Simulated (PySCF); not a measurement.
CH$_{3}$O$_{2}$, charge +1, singlet, at a GFN2-xTB geometry. Base run: PySCF with WB97X/STO-3G.

Here is a job for PySCF.
```python
from pyscf import gto, scf, dft

mol = gto.M(
    atom='''
O     0.85180853    0.78882730    0.42093138
C     0.51609906   -0.17301969   -0.10322713
O    -0.99899517   -0.45113405   -0.17128614
H     0.99829671   -1.03383660   -0.56557384
H    -1.55883095    0.30102772    0.13733869
H    -1.35856691   -0.93061903   -0.94956388
''',
    basis='sto-3g',
    charge=1,
    verbose=4,
)

mf = dft.RKS(mol)
mf.xc = 'wb97x'
mf.kernel()
```

Variants of this job, named by their change:

```json
[
 {"change": "base", "ΔE vs base (mEh)": "0.000", "grid points": "71712", "electrons on the grid": "24.00000"},
 {"change": "grids.level = 1", "ΔE vs base (mEh)": "0.062", "grid points": "22960", "electrons on the grid": "23.99998"},
 {"change": "grids.level = 7", "ΔE vs base (mEh)": "0.003", "grid points": "410448", "electrons on the grid": "24.00000"},
 {"change": "grids.radi_method = mura_knowles", "ΔE vs base (mEh)": "0.003", "grid points": "68688", "electrons on the grid": "24.00000"},
 {"change": "grids.level = 5", "ΔE vs base (mEh)": "0.003", "grid points": "199560", "electrons on the grid": "24.00000"},
 {"change": "grids.level = 0", "ΔE vs base (mEh)": "-29.867", "grid points": "5120", "electrons on the grid": "24.00676"},
 {"change": "small_rho_cutoff = 0", "ΔE vs base (mEh)": "0.000", "grid points": "71712", "electrons on the grid": "24.00000"},
 {"change": "grids.radi_method = delley", "ΔE vs base (mEh)": "0.003", "grid points": "77112", "electrons on the grid": "24.00000"},
 {"change": "grids.prune = off", "ΔE vs base (mEh)": "0.000", "grid points": "113256", "electrons on the grid": "24.00000"},
 {"change": "grids.prune = dft.gen_grid.sg1_prune", "ΔE vs base (mEh)": "0.016", "grid points": "32056", "electrons on the grid": "23.99992"},
 {"change": "grids.atom_grid = (50, 194)", "ΔE vs base (mEh)": "0.024", "grid points": "39384", "electrons on the grid": "23.99997"}
]
```
